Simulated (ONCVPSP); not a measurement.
Plane-wave convergence, ONCV potential for Ho (Z = 67)

| Item | Value |
| --- | --- |
| Element | holmium (Ho) |
| Generator | ONCVPSP 4.0.1 |
| Type | optimised norm-conserving Vanderbilt (ONCV) |
| Functional | PBE |
| Relativity | scalar-relativistic |
| Frozen core | [Kr] 4d10 |
| Valence charge | 21 |
| Reference configuration | 4f11 5s2 5p6 6s2 |
| Partial waves | 5s+6s: rc 2.00 bohr, ncon 4, nbas 8, qcut 5.4 1/bohr, 2 projectors; 5p: rc 1.60 bohr, ncon 3, nbas 6, qcut 4.1 1/bohr, 2 projectors, debl 2.4 Ha; d scattering state at 0.34 Ha: rc 2.20 bohr, ncon 3, nbas 8, qcut 5 1/bohr, 2 projectors, debl 3.6 Ha; 4f: rc 1.15 bohr, ncon 4, nbas 8, qcut 14.7 1/bohr, local |
| Local potential | the f channel |
| Core correction | Teter function, fcfact 2.5, rcfact 1.75 |

In the d channel the program set the typed energies aside and used 0.050, 3.650 Ha.

Question: For each optimised wave give the share of its norm inside rc, the residual kinetic energy above qcut (Ha) and the cutoffs (Ha) for errors of 10, 1, 0.1 and 0.01 mHa per electron.

Answer:

```csv
wave,norm inside rc,residual KE,10 mHa,1 mHa,0.1 mHa,0.01 mHa
5s,0.939,3.9e-05,8.1,11.2,13.8,36.5
6s,0.045,2.4e-05,3.0,9.9,13.0,19.6
5p,0.617,3.0e-03,5.7,32.9,59.4,not reached
p projector 2,0.070,2.4e-03,5.8,13.5,40.3,53.1
d projector 1,0.534,1.3e-05,6.8,9.1,11.0,13.5
d projector 2,0.140,6.6e-04,9.2,12.0,20.1,61.3
4f,0.797,8.2e-05,84.2,95.1,107.8,not reached
```

The occupied waves need 95 Ha and 108 Ha for 1 and 0.1 mHa. Note: ghosts flagged at negative energy: s at -440.9 eV, p at -110.6 eV; GHOST(+) flagged for d at 159.6 eV. A true bound ghost makes a file unfit for plane-wave use. Tests left out (the all-electron energies of this program are off by 10 to 40 meV for near-neutral 4f atoms).
